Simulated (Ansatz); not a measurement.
H4HfO3S, SMILES `[OH][Hf]([OH])([OH])[SH]`. Charge 0, multiplicity 1. Hf: def2 effective core potential. The geometry is a stationary point of PBE0-D4/def2-TZVP. It is one conformer, not always the lowest.

```xyz
9

O     1.032    0.800   -1.340
Hf   -0.132    0.050   -0.008
O     0.614    0.401    1.728
O    -1.933    0.692   -0.140
S    -0.310   -2.395   -0.365
H     1.751    1.287   -1.727
H     0.641    0.518    2.671
H    -2.690    1.193   -0.424
H     1.027   -2.546   -0.395
```

**Question.** What is the dipole moment at B3LYP/def2-TZVPP? (Estimate.)

**Answer.** Computed: 3.30 D, with components (0.62, 3.19, 0.57) D in this frame, pointing from negative to positive charge.

**Question.** And with PBE, r2SCAN, ωB97M-V? (Estimate.)

**Answer.** Ansatz gave: PBE 3.28 D, r2SCAN 3.37 D, ωB97M-V 3.40 D.

**Question.** Give the Mulliken charges with B3LYP, r2SCAN, ωB97M-V in def2-TZVPP. (Best estimate.)

**Answer.** Computed: 
```json
{"atom": "O1", "B3LYP": "-0.44", "r2SCAN": "-0.47", "ωB97M-V": "-0.41"}
{"atom": "Hf2", "B3LYP": "1.05", "r2SCAN": "1.11", "ωB97M-V": "0.98"}
{"atom": "O3", "B3LYP": "-0.44", "r2SCAN": "-0.47", "ωB97M-V": "-0.41"}
{"atom": "O4", "B3LYP": "-0.43", "r2SCAN": "-0.46", "ωB97M-V": "-0.40"}
{"atom": "S5", "B3LYP": "-0.37", "r2SCAN": "-0.39", "ωB97M-V": "-0.35"}
{"atom": "H6", "B3LYP": "0.18", "r2SCAN": "0.19", "ωB97M-V": "0.16"}
{"atom": "H7", "B3LYP": "0.18", "r2SCAN": "0.19", "ωB97M-V": "0.16"}
{"atom": "H8", "B3LYP": "0.18", "r2SCAN": "0.19", "ωB97M-V": "0.16"}
{"atom": "H9", "B3LYP": "0.10", "r2SCAN": "0.10", "ωB97M-V": "0.11"}
```

B3LYP here is the variant with VWN-RPA as its local correlation; programs differ in this.
